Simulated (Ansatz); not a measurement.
System: C₃H₁₁ClOSi₂, charge 0, multiplicity 1. 
Geometry from a B3LYP-D3(BJ)/def2-TZVP (Ansatz, a program for electronic structure) optimisation:
```
Si
O 1 1.6661
Si 2 1.6137 1 144.40
H 3 1.4724 2 109.79 1 146.64
H 3 1.4745 4 111.78 2 -123.75
C 1 1.8654 2 106.42 3 162.33
H 6 1.0920 1 110.97 2 59.41
H 6 1.0920 7 107.94 1 121.94
H 6 1.0927 7 107.89 8 116.36
C 1 1.8663 2 108.17 3 -77.88
H 10 1.0918 1 110.76 2 60.81
H 10 1.0922 11 107.96 1 121.77
H 10 1.0927 11 108.01 12 116.40
C 1 1.8686 2 108.45 3 42.46
H 14 1.0922 1 110.93 2 -61.33
H 14 1.0924 15 108.02 1 -122.11
H 14 1.0927 15 107.79 16 -116.17
Cl 3 2.0752 4 107.27 5 -116.34
```
Charge 0, spin multiplicity 1.

Property: atomisation energy (electronic, to ground-state atoms), in kcal/mol. Correlated levels leave the core frozen unless marked. UHF or UKS for open shells. Spin-orbit coupling is left out. Non-relativistic. The coupled-cluster limit lacks core correlation, which all-electron functionals hold. CBS(X,Y): correlation extrapolated as X^-3; Hartree-Fock from the larger set. [CCSD(T)-MP2]/basis is that difference in the basis named.

```json
[
 {"level": "PBE0/def2-TZVP", "program": "Ansatz", "atomisation energy (kcal/mol)": "…"},
 {"level": "BHLYP-D3(BJ)/def2-TZVPD", "program": "Ansatz + dftd3", "atomisation energy (kcal/mol)": "1604.3"},
 {"level": "BHLYP-D4/def2-TZVPD", "program": "Ansatz + dftd4", "atomisation energy (kcal/mol)": "1602.6"},
 {"level": "wB97X/def2-TZVPD", "program": "Ansatz", "atomisation energy (kcal/mol)": "1632.9"},
 {"level": "RI-MP2/CBS(aug-cc-pV(T+d)Z,aug-cc-pV(Q+d)Z)+[CCSD(T)-MP2]/aug-cc-pV(T+d)Z", "program": "Ansatz", "atomisation energy (kcal/mol)": "…"}
]
```

Complete the blanks.


- PBE0/def2-TZVP, atomisation energy (kcal/mol): 1619.9
- RI-MP2/CBS(aug-cc-pV(T+d)Z,aug-cc-pV(Q+d)Z)+[CCSD(T)-MP2]/aug-cc-pV(T+d)Z, atomisation energy (kcal/mol): 1639.9
